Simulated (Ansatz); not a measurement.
The pair A = H2S (SMILES S) (first 3 atoms), B = H4OSi (SMILES O[SiH3]); geometry from B3LYP-D3(BJ)/def2-TZVP.
(charge 0, multiplicity 1):
```xyz
9

S      0.459    -0.128    -0.029
H      0.271     0.595     1.090
H     -0.858    -0.216    -0.270
O     -0.073     0.989     3.255
Si    -0.355    -0.494     3.949
H      0.486     1.613     3.726
H      0.881    -1.308     4.010
H     -1.359    -1.149     3.091
H     -0.881    -0.333     5.327
```

Frozen-core correlation. MP2 and its Hartree–Fock in aug-cc-pV(Q+d)Z, aug-cc-pV(T+d)Z are density fitted.

Run with Ansatz (Gaussian basis) for Hartree–Fock, density functionals and correlated methods. Values without a source in brackets are computed.

The counterpoise-corrected interaction energy is E(AB) − E(A in the pair's basis) − E(B in the pair's basis). Total energies (hartree):

| level | AB | A in the pair's basis | B in the pair's basis |
|---|---|---|---|
| HF/aug-cc-pV(T+d)Z | -764.9292016 | -398.7158036 | -366.2133303 |
| MP2/aug-cc-pV(T+d)Z | -765.5139067 | -398.9111885 | -366.5989414 |
| HF/aug-cc-pV(Q+d)Z | -764.9415977 | -398.7191589 | -366.2223469 |
| MP2/aug-cc-pV(Q+d)Z | -765.5648179 | -398.9278701 | -366.6329300 |
| MP2/aug-cc-pV(D+d)Z | -765.3567509 | -398.8596102 | -366.4938278 |
| CCSD(T)/aug-cc-pV(D+d)Z | -765.4221017 | -398.8887271 | -366.5303698 |

### Question
Work out the counterpoise-corrected interaction energy at the basis-set limit: extrapolate the MP2 correlation part as X⁻³, take Hartree–Fock from the larger set, and add the CCSD(T) − MP2 difference of aug-cc-pV(D+d)Z.

### Answer

1. Differences (1 hartree = 627.509 kcal/mol): HF/aug-cc-pV(T+d)Z -0.042; MP2/aug-cc-pV(T+d)Z -2.370; HF/aug-cc-pV(Q+d)Z -0.058; MP2/aug-cc-pV(Q+d)Z -2.521; MP2/aug-cc-pV(D+d)Z -2.079; CCSD(T)/aug-cc-pV(D+d)Z -1.886.
2. Correlation parts, MP2 less HF: -2.328 in aug-cc-pV(T+d)Z (X = 3), -2.464 in aug-cc-pV(Q+d)Z (X = 4).
3. Limit (4³·(-2.464) − 3³·(-2.328))/(4³ − 3³) = -2.563; with HF/aug-cc-pV(Q+d)Z it gives -2.621.
4. CCSD(T) less MP2 in aug-cc-pV(D+d)Z: 0.193.
Result: -2.43 kcal/mol, against -2.37 at MP2/aug-cc-pV(T+d)Z. It is an estimate of this method's limit, not of the exact value.

Ansatz is a program for electronic structure.
